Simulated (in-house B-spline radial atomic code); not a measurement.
A fraction x of an electron is moved 3d → 5p in In2+, starting from [Kr] 4d10 5s1 and keeping the highest spin. Computed with a radial B-spline atomic code at the basis-set limit: scalar-relativistic (X2C) B97-1, spin-polarised, spherical fractional occupations, Fermi nucleus of rms radius 4.6156 fm.

Caution: exact exchange at fractional occupations of open shells leaves self-interaction of up to several eV.

```
    x  E(x) - E(0) (eV)  3d down level (eV)  5p up level (eV)
    0            0.0000            -458.964                 -
0.125           55.6276            -462.507           -15.907
 0.25                 ?                   ?                 ?
0.375                 ?                   ?                 ?
  0.5          224.8825            -473.181           -17.080
0.625          282.0937            -476.753           -17.473
 0.75          339.7029            -480.332           -17.864
0.875          397.7112            -483.919           -18.254
    1          456.1196            -487.513           -18.642
```

What belongs in the row x = 0.25?

An energy change of 111.6502 eV; 3d down at -466.058 eV, 5p up at -16.296 eV.

What belongs in the row x = 0.375?

An energy change of 168.0683 eV; 3d down at -469.616 eV, 5p up at -16.687 eV.

Check Janak's theorem between x = 0.5 and 0.625.

The slope of the energy is 457.69 eV; the orbital levels give 457.69 eV (ε of the receiving orbital less ε of the emptying one, averaged over the two points).
